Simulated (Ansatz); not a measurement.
Geometry optimisation, RKS r2SCAN/def2-SVP (Ansatz).

Input file:

```yaml
crystal:
  periodic: [false, false, false]
  atoms:
    - { symbol: O, position_ang: [0.27397, 1.2511, -1.06238] }
    - { symbol: S, position_ang: [-0.39402, -0.234, -1.49945] }
    - { symbol: Ga, position_ang: [0.0537, -0.96245, 0.58793] }
    - { symbol: F, position_ang: [0.21187, 0.35053, 1.74023] }
    - { symbol: H, position_ang: [-0.41623, 1.92503, -1.0651] }
    - { symbol: H, position_ang: [0.27071, -2.33022, 1.29877] }
basis:
  gaussian: { orbitals: def2-SVP }
hamiltonian:
  xc: r2scan
relax:
  f_tol: 0.02
  max_steps: 50
output:
  orbitals: {}
```

Launched with:

```bash
$ ansatz run input.yaml --threads 2 --pin off --max-ram 3072MiB --backend cpu --events-out ev --progress --plain --runs-dir out
```

Q: Where does it end, and by what steps?

A: It converged. After 7 steps the energy has fallen by 0.163 eV; O1 moved furthest, 0.24 Å.

```csv
step,energy less start (eV),largest force component (eV/Å),accepted
0,0.0000,0.735,yes
1,-0.1013,1.335,yes
2,-0.1244,1.179,yes
3,-0.1401,0.613,yes
4,-0.1581,0.155,yes
5,-0.1625,0.072,yes
6,-0.1628,0.025,yes
7,-0.1630,0.017,yes
```

```xyz
6
Properties=species:S:1:pos:R:3
O 0.239 1.364 -1.276
S -0.195 -0.275 -1.428
Ga 0.103 -0.943 0.653
F 0.305 0.412 1.747
H -0.542 1.821 -0.927
H 0.089 -2.379 1.230
```

Whether the end is a true minimum wasn't checked by a vibrational analysis.

Run time: 27 s on 2 threads of Arm Neoverse V1 (shared host), peak memory 0.16 GiB.
